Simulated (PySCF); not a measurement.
Computed beside measured shifts: PhCHFCOOEt (C10H11FO2)

System: PhCHFCOOEt (C10H11FO2), SMILES CCOC(=O)[C@H](F)c1ccccc1.

Atom-mapped SMILES (hydrogens are numbered by the atom that bears them): [CH3:1][CH2:2][O:3][C:4](=[O:5])[C@H:6]([F:7])[c:8]1[cH:9][cH:10][cH:11][cH:12][cH:13]1

Method: GIAO PBE0/pcSseg-2, gas phase, PySCF SCF with an in-house response code, fitting set def2-universal-JFIT up to Ne and JKFIT beyond, grid level 2, non-relativistic, geometry: PBE0-D3(BJ)/def2-SVP.

One optimised conformer. Values are averaged over the atoms that symmetry or fast rotation interchanges, on this one geometry and without vibrational averaging. Shifts are the reference shielding less the shielding here, at the same level (13C, 1H against isolated TMS; 19F against isolated CFCl3; 17O against isolated H2O); nuclei without a reference have shieldings only.

(1) What shifts does this level give for F7, and how do they compare with measurement?

## Answers

(1) 
```csv
atom,nucleus,computed / ppm,measured / ppm,computed less measured,measured against,medium of the measurement
F7,19F,-220.7,-174,-46.7,CFCl3,not stated
```

Computed 19F and 31P shifts carry an offset from the reference molecule (CFCl3 is hard for DFT, lone H3PO4 or PH3 isn't the 85 % acid), so differences between compounds are more accurate than the values.

Measured values: G. Saielli, R. Bini, A. Bagno, Computational 19F NMR. 2. Organic compounds, RSC Adv. 2014, ESI.
